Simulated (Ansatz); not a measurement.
Species: BI2, charge 0, doublet. BI2 (SMILES I[B]I, doublet).
B3LYP-D3(BJ)/def2-TZVP minimum from Ansatz (an electronic-structure program):
```xyz
3

B      0.8267    -0.1246    -0.2499
I      0.2666    -1.0528     1.5507
I     -0.3446     1.0646    -1.5271
```
Charge 0, spin multiplicity 2.

Total energies in hartree (Ansatz). Open shells are spin-unrestricted; no spin-orbit coupling. Correlated methods leave the cores frozen (noble-gas shells, and filled d and f shells in the p block). Past Kr the def2 sets carry scalar-relativistic core potentials. For partners of very few electrons the exact lower level stands in for a higher one. Spin-orbit terms, left out, reach several kcal/mol for Br and I, and more for heavier atoms.

| species | HF/def2-TZVPP | CCSD(T)/def2-TZVPP | HF/def2-QZVPP | CCSD(T)/def2-QZVPP | CCSD(T)/def2-SVP | CCSDT(Q)/def2-SVP |
|---|---|---|---|---|---|---|
| 1: BI2 (SMILES I[B]I, doublet) | -618.00198 | -618.40008 | -618.00512 | -618.44732 | -618.24571 | -618.24754 |
| 2: B (doublet) | -24.53233 | -24.59791 | -24.53309 | -24.60074 | -24.55830 | -24.55864 |
| 3: I (doublet) | -296.65857 | -296.79430 | -296.65973 | -296.81374 | -296.74085 | -296.74112 |

Question: Work out the atomisation energy (electronic, to ground-state atoms) in kcal/mol: take Hartree-Fock from def2-QZVPP, extrapolate the CCSD(T) correlation energy as X^-3 (X = 3, 4), and add CCSDT(Q) - CCSD(T) in def2-SVP. 1 hartree = 627.51 kcal/mol.

Answer: 
Species 1: correlation (64·(-0.44220) - 27·(-0.39810))/37 = -0.47438; step -0.00183; E1 = -618.00512 + (-0.47438) + (-0.00183) = -618.48133
Species 2: correlation (64·(-0.06765) - 27·(-0.06558))/37 = -0.06916; step -0.00034; E2 = -24.53309 + (-0.06916) + (-0.00034) = -24.60259
Species 3: correlation (64·(-0.15401) - 27·(-0.13573))/37 = -0.16735; step -0.00027; E3 = -296.65973 + (-0.16735) + (-0.00027) = -296.82735
-1·E1 +1·E2 +2·E3 = 0.22404 hartree = 140.6 kcal/mol.
